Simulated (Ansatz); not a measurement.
`C[N+](C)(C)[AlH3-]` → Al• + 3 C• + 12 H• + N•  (atomization)

Computed with Ansatz on PBE0-D4/def2-TZVP structures; ΔE is electronic, products minus reactants. CCSD(T)/CBS is the MP2 limit (def2-TZVPP, def2-QZVPP) plus CCSD(T) − MP2 in def2-TZVPP, frozen cores. This one scheme is used for every species, atoms too. For atomizations the MP2-based limit and the directly extrapolated one differ by several kJ/mol either way, and by 10 to 25 for some Ge, Se and Sn compounds, so smaller differences from it don't rank the levels. Functionals use def2-TZVPP. Open shells (•) are unrestricted, without spin–orbit coupling. Spin–orbit coupling would lower the free atoms: a little for Al, C.

| level | ΔE (kJ/mol) |
| --- | --- |
| PBE | 5908.1 |
| MP2/def2-SVP | 5631.5 |

Task: What does CCSD(T)/CBS give? (Estimate.)

Result: Computed: +5905.3 kJ/mol. The listed levels differ from it by 2.8, -273.8 kJ/mol.

Largest T1 diagnostic among the species: 0.018.

In def2-TZVPP, CCSD(T) changes the Hartree–Fock value by +1385.0 kJ/mol (the triples alone add +63.2 kJ/mol) and MP2 by +1392.6 kJ/mol; breaking electron pairs costs correlation energy, which Hartree–Fock lacks. From r2SCAN to r2SCAN0 (25 % exact exchange), in def2-TZVPP and without D4, ΔE moves by −49.6 kJ/mol: exact exchange takes away binding that semilocal exchange gives to molecules.
